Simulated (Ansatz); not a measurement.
CH5Cl2InO (`[CH3][In-]([OH2+])([Cl])[Cl]`), relaxed with RKS PBE-D4/def2-SVP in Ansatz from a rough embedded geometry. The force threshold is 0.03 eV/Å; the program also tests the step.

Total charge 0; spin multiplicity 1. In takes the def2 core potential.

Start:

```xyz
10

C     1.488   -0.176    0.678
In   -0.199    0.095   -0.655
O    -1.755    0.629    0.451
Cl    0.200    1.818   -2.244
Cl   -0.691   -1.916   -1.820
H     2.133   -1.075    0.253
H     1.162   -0.430    1.675
H     2.118    0.703    0.630
H    -2.577    0.465   -0.116
H    -1.879   -0.115    1.148
```

```json
{"step": "1", "energy (eV)": "-33362.7190", "largest force (eV/Å)": "4.905", "largest move (Å)": "0.000"}
{"step": "2", "energy (eV)": "-33363.6717", "largest force (eV/Å)": "1.693", "largest move (Å)": "0.195"}
{"step": "3", "energy (eV)": "-33363.9093", "largest force (eV/Å)": "0.439", "largest move (Å)": "0.194"}
{"step": "4", "energy (eV)": "-33363.9435", "largest force (eV/Å)": "0.610", "largest move (Å)": "0.152"}
{"step": "5", "energy (eV)": "-33363.9588", "largest force (eV/Å)": "0.946", "largest move (Å)": "0.164"}
{"step": "6", "energy (eV)": "-33363.9845", "largest force (eV/Å)": "0.899", "largest move (Å)": "0.195"}
{"step": "7", "energy (eV)": "-33364.0543", "largest force (eV/Å)": "0.300", "largest move (Å)": "0.200"}
{"step": "8", "energy (eV)": "-33364.0871", "largest force (eV/Å)": "0.586", "largest move (Å)": "0.194"}
{"step": "9", "energy (eV)": "-33364.1139", "largest force (eV/Å)": "0.687", "largest move (Å)": "0.193"}
{"step": "10", "energy (eV)": "-33364.1343", "largest force (eV/Å)": "0.118", "largest move (Å)": "0.121"}
{"step": "11", "energy (eV)": "-33364.1343", "largest force (eV/Å)": "0.109", "largest move (Å)": "0.027"}
{"step": "12", "energy (eV)": "-33364.1363", "largest force (eV/Å)": "0.073", "largest move (Å)": "0.036"}
{"step": "13", "energy (eV)": "-33364.1367", "largest force (eV/Å)": "0.041", "largest move (Å)": "0.025"}
{"step": "14", "energy (eV)": "-33364.1372", "largest force (eV/Å)": "0.006", "largest move (Å)": "0.014"}
```

End:

```xyz
10

C     1.801   -0.201    0.719
In    0.100   -0.100   -0.596
O    -1.948    0.413    0.470
Cl   -0.457    1.789   -1.983
Cl   -1.136   -2.021   -1.370
H     2.478   -1.001    0.369
H     1.430   -0.437    1.734
H     2.322    0.773    0.716
H    -2.175    1.152   -0.143
H    -2.415   -0.366    0.083
```

It took 100 s on 4 threads of an Intel Xeon on a shared host, with 0.19 GiB of host memory at the peak.
